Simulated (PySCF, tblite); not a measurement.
Isomers of C3H8O2Si, one GFN2-xTB conformer each. Single-point energies are computed at PBE0/pcSseg-1 (PySCF, gas phase, no added dispersion term), electronic only.

| SMILES | GFN2-xTB relative energy (kcal/mol) |
| --- | --- |
| O=C[SiH2]CCO | 65.4 |
| CO[Si@@H](C)C=O | 34.0 |
| COC[SiH2]C=O | 69.9 |
| CC(=O)CO[SiH3] | 4.2 |
| CC(=O)C[SiH2]O | 0.0 |
| CO[SiH2]C(C)=O | 16.7 |

Conformers: `[O:1]=[CH:2][SiH2:3][CH2:4][CH2:5][OH:6]` with O1–C2–Si3–C4 -24°, C2–Si3–C4–C5 -42°, Si3–C4–C5–O6 -34°, C4–C5–O6–H 169°; `[CH3:1][O:2][Si@@H:3]([CH3:4])[CH:5]=[O:6]` with C1–O2–Si3–C4 -169°, O2–Si3–C5–O6 18°; `[CH3:1][O:2][CH2:3][SiH2:4][CH:5]=[O:6]` with C1–O2–C3–Si4 180°, O2–C3–Si4–C5 180°, C3–Si4–C5–O6 0°; `[CH3:1][C:2](=[O:3])[CH2:4][O:5][SiH3:6]` with C1–C2–C4–O5 0°, C2–C4–O5–Si6 177°; `[CH3:1][C:2](=[O:3])[CH2:4][SiH2:5][OH:6]` with C1–C2–C4–Si5 -109°, C2–C4–Si5–O6 -46°, C4–Si5–O6–H 15°; `[CH3:1][O:2][SiH2:3][C:4]([CH3:5])=[O:6]` with C1–O2–Si3–C4 180°, O2–Si3–C4–C5 2°.

Task: What does PBE0/pcSseg-1 give for the same structures?

Result: 
| SMILES | PBE0/pcSseg-1 E (Eh) | PBE0/pcSseg-1 (kcal/mol) | GFN2-xTB (kcal/mol) | point group |
| --- | --- | --- | --- | --- |
| CC(=O)C[SiH2]O | -558.65482 | 0.0 | 0.0 | C1 |
| CO[Si@@H](C)C=O | -558.61754 | 23.4 | 34.0 | C1 |
| CC(=O)CO[SiH3] | -558.61701 | 23.7 | 4.2 | near Cs |
| CO[SiH2]C(C)=O | -558.61505 | 25.0 | 16.7 | near Cs |
| O=C[SiH2]CCO | -558.57492 | 50.1 | 65.4 | C1 |
| COC[SiH2]C=O | -558.55420 | 63.1 | 69.9 | Cs |

Both levels put the same isomer lowest; measured from each level's own lowest isomer, the values differ by up to 19.5 kcal/mol (CC(=O)CO[SiH3]: 4.2 against 23.7). As drawn, the lowest has an O–H bond and an Si–O bond, which the highest lacks. Neighbours under 2.5 kcal/mol apart (CO[Si@@H](C)C=O and CC(=O)CO[SiH3]; CC(=O)CO[SiH3] and CO[SiH2]C(C)=O) can change places with a better method, another conformer or zero-point energy.

Task: Which frontier levels, dipoles and rotational constants go with these structures?

Result: 
```json
{"SMILES": "CC(=O)C[SiH2]O", "HOMO (eV, PBE0/pcSseg-1)": "-7.55", "LUMO (eV)": "-0.78", "dipole (D)": "3.35", "A, B, C (MHz)": "4913, 1973, 1648"}
{"SMILES": "CO[Si@@H](C)C=O", "HOMO (eV, PBE0/pcSseg-1)": "-6.70", "LUMO (eV)": "-1.34", "dipole (D)": "1.68", "A, B, C (MHz)": "2941, 2688, 1552"}
{"SMILES": "CC(=O)CO[SiH3]", "HOMO (eV, PBE0/pcSseg-1)": "-7.29", "LUMO (eV)": "-0.42", "dipole (D)": "2.63", "A, B, C (MHz)": "8027, 1320, 1165"}
{"SMILES": "CO[SiH2]C(C)=O", "HOMO (eV, PBE0/pcSseg-1)": "-6.73", "LUMO (eV)": "-0.92", "dipole (D)": "3.55", "A, B, C (MHz)": "6069, 1645, 1335"}
{"SMILES": "O=C[SiH2]CCO", "HOMO (eV, PBE0/pcSseg-1)": "-6.62", "LUMO (eV)": "-1.01", "dipole (D)": "1.65", "A, B, C (MHz)": "3473, 2486, 1930"}
{"SMILES": "COC[SiH2]C=O", "HOMO (eV, PBE0/pcSseg-1)": "-6.94", "LUMO (eV)": "-1.38", "dipole (D)": "1.23", "A, B, C (MHz)": "7103, 1238, 1082"}
```

Task: What happens when harmonic zero-point energies from GFN2-xTB frequencies are added?

Result: 
```
         SMILES  ZPE (kcal/mol)  electronic (kcal/mol)  with ZPE (kcal/mol)
 CC(=O)C[SiH2]O            64.9                    0.0                  0.0
CO[Si@@H](C)C=O            65.2                   23.4                 23.6
 CC(=O)CO[SiH3]            63.3                   23.7                 22.1
 CO[SiH2]C(C)=O            64.6                   25.0                 24.6
   O=C[SiH2]CCO            64.4                   50.1                 49.6
   COC[SiH2]C=O            63.5                   63.1                 61.7
```

The zero-point energies span 1.9 kcal/mol. The lowest isomer stays, but the order above it changes.
